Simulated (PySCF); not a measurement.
## Deuteron quadrupole couplings in Si(CCH)2H2

Species: Si(CCH)2H2, C4H4Si.
Structure used (PBE0-D3(BJ)/def2-SVP), in Å, numbered top down from 1:
```
atom  x, y, z in Å
Si1   -0.776   -0.013   -0.537
C2    -0.736   -0.024    1.296
C3    -0.728   -0.038    2.512
H4    -0.721   -0.048    3.587
C5     0.933    0.011   -1.196
C6     2.068    0.031   -1.635
H7     3.071    0.048   -2.024
H8    -1.502    1.200   -1.007
H9    -1.476   -1.235   -1.022
```

Level: PBE0/pcSseg-1 (PySCF, non-relativistic); Q(2H) = 0.00286 b; rigid geometry, the same for H and D, with no vibrational averaging.

What are Vzz, η and χzz (234.96 MHz × Q × Vzz) at all hydrogens?

```tsv
atom	bonded to	bond length (Å)	Vzz (au)	η	χzz (kHz)
H4	C3	1.076	0.3372	0.00	227
H7	C6	1.076	0.3371	0.00	227
H8	Si1	1.490	0.1403	0.01	94
H9	Si1	1.489	0.1406	0.01	94
```

Average by the element that carries the hydrogen.

on C: 227 kHz over 2 positions, mean bond length 1.076 Å; on Si: 94 kHz over 2 positions, mean bond length 1.490 Å.

Give the 2H NMR doublet splittings at H9 for a magnetic field along the z, y and x axes of the gradient: 3χ/2, 3χ(1 + η)/4, 3χ(1 − η)/4.

With |χ| = 94.5 kHz and η = 0.013: 142, 72 and 70 kHz, to first order and without motion.

Isolated species at its PBE0-D3(BJ)/def2-SVP geometry, gas phase. These gradients aren't converged with respect to the basis.
